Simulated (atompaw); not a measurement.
Reading a pseudo-wave (Hf (Z = 72))

Columns: radius, all-electron u(r) and pseudo u(r) of the 6s shell (level -6.00 eV) of hafnium in the configuration [Xe] 4f14 5d2 6s1 6p1; PBE, scalar-relativistic, PAW (atompaw) scheme, atompaw 4.2.0.5.

| r (bohr) | all-electron | pseudo |
| --- | --- | --- |
| 0.115 | -0.0737 | 0.0321 |
| 0.231 | -0.0067 | 0.0645 |
| 0.346 | 0.1729 | 0.0967 |
| 0.462 | 0.1118 | 0.1293 |
| 0.577 | -0.0541 | 0.1616 |
| 0.692 | -0.1983 | 0.1940 |
| 0.808 | -0.2764 | 0.2267 |
| 0.923 | -0.2871 | 0.2591 |
| 1.038 | -0.2471 | 0.2913 |
| 1.154 | -0.1731 | 0.3234 |
| 1.269 | -0.0815 | 0.3548 |
| 1.385 | 0.0178 | 0.3859 |
| 1.500 | 0.1153 | 0.4157 |
| 1.615 | 0.2071 | 0.4445 |
| 1.731 | 0.2907 | 0.4722 |
| 1.846 | 0.3636 | 0.4980 |
| 1.962 | 0.4264 | 0.5221 |
| 2.077 | 0.4784 | 0.5438 |
| 2.192 | 0.5206 | 0.5631 |
| 2.308 | 0.5541 | 0.5799 |
| 2.423 | 0.5792 | 0.5936 |
| 2.538 | 0.5971 | 0.6042 |
| 2.654 | 0.6088 | 0.6117 |
| 2.769 | 0.6148 | 0.6156 |
| 2.885 | 0.6160 | 0.6161 |
| 3.000 | 0.6131 | 0.6131 |

**Question.** How many radial nodes do the two functions have?

**Answer.** The all-electron 6s function has n − l − 1 = 5 (the table is too coarse to show those close to the nucleus); the pseudo-wave has 0, since the states of the same l below it are removed with the core.

**Question.** Is the pseudo-wave norm-conserving?

**Answer.** No, it belongs to a PAW set: the norm inside the radius is not constrained, and the difference is carried by the augmentation charge.
